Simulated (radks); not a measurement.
Results of a calculation; reference values are marked as such.
Orbital eigenvalues (eV) of neutral lutetium, [Xe] 4f14 5d1 6s2, at several levels of relativity; Dirac values are averaged over j with weights 2j + 1. Spin-unpolarised spherical Kohn-Sham, PBE, point nucleus unless stated (finite: rms radius 5.37 fm), a radial shooting solver on a logarithmic mesh with Libxc functionals. A level marked "c x" has the speed of light scaled by that factor and shares open shells by 2j + 1; other Dirac levels either fill j = l - 1/2 first or share by 2j + 1.

shell,non-rel.,"Dirac, 2j+1 shares","Dirac, low j first","Dirac, c x 0.85","change of magnitude, last against first (%)"
3s,-2136.6,-2435.0,-2434.8,-2580.8,+20.79
3p,-1947.3,-2059.4,-2059.2,-2110.8,+8.40
3d,-1594.5,-1581.4,-1581.2,-1574.8,-1.23
4s,-411.53,-484.73,-484.58,-521.24,+26.66
4p,-334.01,-360.38,-360.23,-372.86,+11.63
4d,-193.73,-191.50,-191.35,-190.52,-1.66
5s,-50.831,-60.923,-60.767,-66.341,+30.51
5p,-30.119,-32.002,-31.858,-33.093,+9.87
4f,-15.236,-9.5731,-9.4174,-7.4782,-50.92
6s,-4.0980,-4.6605,-4.6093,-4.9879,+21.72
5d,-2.6345,-1.7577,-1.6785,-1.4529,-44.85
6p (empty),-1.4638,-1.3661,-1.3377,-1.3398,-8.47
